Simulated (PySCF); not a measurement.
**C₆ coefficients of unlike pairs at BLYP**

Calculated with PySCF 2.14 from the dipole response of each species, C₆(A,B) = (3/π) ∫ α_A(iu) α_B(iu) du, in atomic units, from isotropic polarisabilities. For ions this is the dispersion term alone; charge-induced terms of lower order in 1/R come first.

```json
{"species": "Al⁺", "configuration": "[Ne] 3s2 (1S)", "basis": "aug-cc-pV(Q+d)Z (7s6p5d3f2g)", "relativity": "none", "α (bohr³)": "23.52", "C₆ (like pair)": "117.3"}
{"species": "Rh⁺", "configuration": "[Kr] 4d8 (3F)", "basis": "aug-cc-pwCVDZ-PP with ECP28MDF (6s6p5d3f)", "relativity": "core potential", "α (bohr³)": "13.14", "C₆ (like pair)": "77.90"}
{"species": "Be", "configuration": "[He] 2s2 (1S)", "basis": "aug-cc-pVQZ with one added diffuse shell each of s, p, d, f, g type (7s6p5d4f3g)", "relativity": "none", "α (bohr³)": "43.35", "C₆ (like pair)": "259.5"}
```

Problem. Estimate C₆ for Rh⁺ with Al⁺.

Solution. The integral gives 86.35. The combination rule 2 C_A C_B / (C_A α_B/α_A + C_B α_A/α_B) gives 89.16 and the geometric mean 95.58.

No spin-orbit coupling is included.

The other pairs:

```tsv
pair	C₆
Be, Rh⁺	116.6
Be, Al⁺	170.6
```
